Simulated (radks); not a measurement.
Problem. The mean radii <r> (bohr) of the occupied orbitals of an atom or ion are listed with their occupations. All-electron calculation, Dirac Kohn-Sham, RPBE, spin-unpolarised, spherical densities, point nucleus. Program: a radial shooting solver on a logarithmic mesh with Libxc functionals.

| orbital | occ. | <r> |
|---|---|---|
| 1s1/2 | 2 | 0.1988 |
| 2s1/2 | 2 | 0.9767 |
| 2p1/2 | 1 | 0.9214 |

Name the element and its charge. Open shells, if any, fill j = l - 1/2 first.

Solution. Z = 8, oxygen, charge +3: O3+ in [He] 2s2 2p1. The 1s radius gives Z: for a bare nucleus <r> = (2 gamma + 1)/(2Z) with gamma = sqrt(1 - (Z/c)^2), 0.1873 bohr for Z = 8, and screening makes it slightly larger (0.1988 here). The occupations add up to 5, and the charge is Z minus that.
